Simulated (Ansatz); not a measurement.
Mulliken charges of BiCl3 (`[Cl][Bi]([Cl])[Cl]`) from ωB97M-V/def2-TZVPP in Ansatz (PBE0-D4/def2-TZVP geometry).

```json
{"atom": "Cl1", "x (Å)": "1.048", "y (Å)": "0.476", "z (Å)": "1.795", "charge (e)": "-0.325"}
{"atom": "Bi2", "x (Å)": "-0.805", "y (Å)": "-0.089", "z (Å)": "0.339", "charge (e)": "0.975"}
{"atom": "Cl3", "x (Å)": "0.199", "y (Å)": "-2.002", "z (Å)": "-0.760", "charge (e)": "-0.325"}
{"atom": "Cl4", "x (Å)": "-0.387", "y (Å)": "1.554", "z (Å)": "-1.394", "charge (e)": "-0.325"}
```

Q: By hand: the dipole of these point charges (1 e Å = 4.8032 D).

A: Σ q r = (-1.064, -0.096, 0.447) e Å, of length 1.158 e Å = 5.56 D.

Q: How does the dipole of the full density compare? (Estimate.)

A: The calculation gave: (-0.758, -0.068, 0.318) e Å, 3.96 D; the point charges give 1.40 times that, at 0° from its direction.

Point charges leave out the atoms' own dipoles, such as those of lone pairs, and Mulliken's split depends on the basis, so the two needn't agree.
